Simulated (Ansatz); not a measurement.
CH₆GaNOSi, SMILES `[NH2][GaH][SiH2]C=O` at its PBE0-D4/def2-TZVP geometry, where that method's forces vanish. The species carries charge 0 and has multiplicity 1.

```xyz
11

N     2.3495   -0.7049    0.1851
Ga    0.6638   -1.1969   -0.2727
Si   -0.8612    0.6034   -0.7648
C    -1.9038    0.9416    0.8219
O    -2.9651    0.4165    1.0400
H     2.6779    0.2458    0.1937
H     3.0781   -1.3553    0.4279
H     0.3512   -2.7283   -0.2626
H    -0.1220    1.8601   -1.0792
H    -1.7994    0.2812   -1.8710
H    -1.4692    1.6370    1.5817
```

(1) What forces (eV/Å) does PBE-D4/def2-TZVPP give on these atoms in Ansatz 0.2.0? (An estimate is asked.)

## Answers

(1) Computed: 
```
N1  -0.078 -0.023 -0.001
Ga2 -0.293 -0.037 -0.110
Si3  0.130 -0.056 -0.007
C4   0.689  0.304 -0.196
O5  -0.991 -0.486  0.201
H6   0.122  0.334  0.005
H7   0.267 -0.224  0.088
H8  -0.005 -0.077  0.013
H9   0.094  0.126 -0.041
H10 -0.095 -0.048 -0.117
H11  0.159  0.188  0.165
```
